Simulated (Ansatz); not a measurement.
Computed with Ansatz on PBE0-D4/def2-TZVP structures; ΔE is electronic, products minus reactants. CCSD(T)/CBS adds triple-zeta CCSD(T) − MP2 to the extrapolated MP2 energy (def2 sets, frozen cores). This one scheme is used for every species. For Br outer-core shells are correlated without core-valence functions, which leaves a few kJ/mol of doubt a bond. Scalar relativity is left out up to krypton. One conformer a species, not always the lowest.

Reaction (substitution at a C–Br bond): `N=C(Br)[SiH2]O` + H₂S → `N=C(S)[SiH2]O` + HBr

| species | CCSD(T)/CBS(def2) energy (Eh) |
| --- | --- |
| `N=C(Br)[SiH2]O` | -3032.75829 |
| H₂S | -398.97279 |
| `N=C(S)[SiH2]O` | -857.81807 |
| HBr | -2573.91920 |

(1) Work out ΔE.

Largest T1 diagnostic among the species: 0.014.

## Answers

(1) ΔE = (-857.81807) + (-2573.91920) − (-3032.75829) − (-398.97279) = -0.00619 Eh = -16.3 kJ/mol.

In def2-TZVPP, CCSD(T) changes the Hartree–Fock value by −3.7 kJ/mol (the triples alone add −1.2 kJ/mol) and MP2 by −4.2 kJ/mol.
